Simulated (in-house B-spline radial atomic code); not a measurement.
RPA and G0W0 for the barium ion Ba⁺, [Xe] 6s1, highest spin, as one setting changes: the highest l of the empty states. Start: Hartree-Fock. A dash marks a level of low quasi-particle weight. Computed with an all-electron radial atomic-structure program (B-spline basis): all electrons, scalar-relativistic (spin-free one-electron X2C), finite nucleus, each spin shell either full or empty, empty states to the listed l with an (l + 1/2)⁻⁴ tail; G0W0 by contour deformation at full frequency.

RPA overbinds a lone outer s electron by self-correlation, and G0W0 tends to as well.

| highest l of the empty states | RPA summed (Eh) | RPA extrapolated (Eh) | G0W0 level (eV) |
| --- | --- | --- | --- |
| 4 | -3.3599 | -4.0046 | 6s up -10.245 |
| 5 | -3.6555 | -4.0673 | 6s up -10.247 |
| 6 | -3.8027 | -4.0555 | 6s up -10.246 |
| 7 | -3.882 | -4.0439 | 6s up -10.245 |
| 8 | -3.9256 | -4.029 | 6s up -10.245 |
| 9 | ? | ? | ? |
| 10 | ? | ? | ? |
| 11 | -3.9785 | -4.0145 | 6s up -10.244 |

(1) What belongs in the row for 10?

(2) What belongs in the row for 9?

## Answers

(1) RPA summed (Eh): -3.9677; RPA extrapolated (Eh): -4.0171; G0W0 level (eV): 6s up -10.244.

(2) RPA summed (Eh): -3.9514; RPA extrapolated (Eh): -4.0214; G0W0 level (eV): 6s up -10.245.
